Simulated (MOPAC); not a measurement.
Input file for MOPAC: PM3 on CdH3N (SMILES [NH2][CdH]), a point of a bond scan (R = 1.520 Å).

```
PM3 1SCF PRECISE CHARGE=0 THREADS=1
CdH3N

Cd    -0.19315055 1    -0.04077904 1    -0.22746535 1
H     -1.20927786 1    -0.23635281 1    -1.52039316 1
N      1.16167798 1     0.26842501 1     1.25041043 1
H      1.66776052 1    -0.99751397 1     1.92272126 1
H      0.84969212 1     0.89030603 1     1.98723929 1
```

It printed:

```
*******************************************************************************
 **                                                                           **
 **                              MOPAC v23.2.5                                **
 **                                                                           **
 *******************************************************************************
 ** MOPAC's Digital Object Identifier: https://doi.org/10.5281/zenodo.6511958 **
 **                                                                           **
 ** Please cite the open-source release paper for use of this MOPAC version:  **
 ** J. E. Moussa and J. J. P. Stewart (2026)                                  **
 ** MOPAC: An open-source semiempirical molecular orbital program             **
 ** J. Open Source Softw., 11(119), 8025, https://doi.org/10.21105/joss.08025 **
 *******************************************************************************

                              PM3 CALCULATION RESULTS

 *******************************************************************************
 *  PM3        - The PM3 Hamiltonian to be used
 *
 *
 *
 *                 CHARGE ON SYSTEM = 0
 *
 *
 *
 *  PRECISE    - TIGHTER CRITERIA TO BE USED
 *  1SCF       - DO 1 SCF AND THEN STOP
 *  THREADS=1  - MULTI-THREADING NOT USED
 *  T=         - A TIME OF 172800.0 SECONDS REQUESTED
 *  DUMP=N     - RESTART FILE WRITTEN EVERY 7200.0 SECONDS REQUESTED
 *******************************************************************************
PM3 1SCF PRECISE CHARGE=0 THREADS=1
 CdH3N

   ATOM   CHEMICAL          X               Y               Z
  NUMBER   SYMBOL      (ANGSTROMS)     (ANGSTROMS)     (ANGSTROMS)

     1      Cd         -0.19315055  *  -0.04077904  *  -0.22746535  *
     2       H         -1.20927786  *  -0.23635281  *  -1.52039316  *
     3       N          1.16167798  *   0.26842501  *   1.25041043  *
     4       H          1.66776052  *  -0.99751397  *   1.92272126  *
     5       H          0.84969212  *   0.89030603  *   1.98723929  *



          CARTESIAN COORDINATES

    NO.       ATOM           X           Y           Z

     1        Cd         -0.1932     -0.0408     -0.2275
     2         H         -1.2093     -0.2364     -1.5204
     3         N          1.1617      0.2684      1.2504
     4         H          1.6678     -0.9975      1.9227
     5         H          0.8497      0.8903      1.9872

  H: (PM3): J. J. P. STEWART, J. COMP. CHEM. 10, 209 (1989).
  N: (PM3): J. J. P. STEWART, J. COMP. CHEM. 10, 209 (1989).
 Cd: (PM3): J. J. P. STEWART, J. COMP. CHEM. 12, 320-341 (1991).

           Empirical Formula: H3 N Cd  =     5 atoms



      MOLECULAR POINT GROUP   :   C1


      RHF CALCULATION, NO. OF DOUBLY OCCUPIED LEVELS = 5


 -------------------------------------------------------------------------------
 PM3 1SCF PRECISE CHARGE=0 THREADS=1
 CdH3N



     1SCF WAS SPECIFIED, SO BFGS WAS NOT USED
     SCF FIELD WAS ACHIEVED


                              PM3 CALCULATION
                                                       MOPAC v23.2.5 Linux




          FINAL HEAT OF FORMATION =         76.78646 KCAL/MOL =     321.27455 KJ/MOL


          COSMO AREA              =         79.75 SQUARE ANGSTROMS
          COSMO VOLUME            =         56.93 CUBIC ANGSTROMS

          IONIZATION POTENTIAL    =          7.746580 EV
          HOMO LUMO ENERGIES (EV) =         -7.747  1.746
          NO. OF FILLED LEVELS    =          5
          MOLECULAR WEIGHT        =        129.4404         POINT GROUP:  C1

          MOLECULAR DIMENSIONS (Angstroms)

            Atom       Atom       Distance
            H     4    H     2     4.55102
            H     5    H     2     1.90328
            N     3    H     4     0.42939


          SCF CALCULATIONS        =          1





   ATOM   CHEMICAL          X               Y               Z
  NUMBER   SYMBOL      (ANGSTROMS)     (ANGSTROMS)     (ANGSTROMS)

     1      Cd         -0.19315055  *  -0.04077904  *  -0.22746535  *
     2       H         -1.20927786  *  -0.23635281  *  -1.52039316  *
     3       N          1.16167798  *   0.26842501  *   1.25041043  *
     4       H          1.66776052  *  -0.99751397  *   1.92272126  *
     5       H          0.84969212  *   0.89030603  *   1.98723929  *

                             CARTESIAN COORDINATES

   1   Cd       -0.193150550    -0.040779040    -0.227465350
   2    H       -1.209277860    -0.236352810    -1.520393160
   3    N        1.161677980     0.268425010     1.250410430
   4    H        1.667760520    -0.997513970     1.922721260
   5    H        0.849692120     0.890306030     1.987239290


           Empirical Formula: H3 N Cd  =     5 atoms



      MOLECULAR POINT GROUP   :   C1


                  EIGENVALUES
 -24.04470 -13.09763 -11.38405  -9.41830  -7.74658   1.74560   3.62965   6.63431
  21.76544  21.78021  23.14096


              NET ATOMIC CHARGES AND DIPOLE CONTRIBUTIONS

  ATOM NO.   TYPE          CHARGE      No. of ELECS.   s-Pop       p-Pop
    1         Cd           1.150491        0.8495     0.78902     0.06049
    2          H          -0.386997        1.3870     1.38700
    3          N          -0.748038        5.7480     1.68049     4.06755
    4          H          -0.046574        1.0466     1.04657
    5          H           0.031118        0.9689     0.96888
 DIPOLE           X         Y         Z       TOTAL
 POINT-CHG.    -3.239    -0.394    -3.057     4.471
 HYBRID        -0.214    -0.143     1.324     1.348
 SUM           -3.453    -0.537    -1.733     3.901


          ATOMIC ORBITAL ELECTRON POPULATIONS

     Atom    s        px        py        pz
    1 Cd   0.78902   0.02442   0.00268   0.03340
    2  H   1.38700
    3  N   1.68049   1.75925   1.09524   1.21306
    4  H   1.04657
    5  H   0.96888

 **********************
 *                    *
 * JOB ENDED NORMALLY *
 *                    *
 **********************




 == MOPAC DONE ==
```

The run finished.

Cost: roughly 0.020 core-seconds.
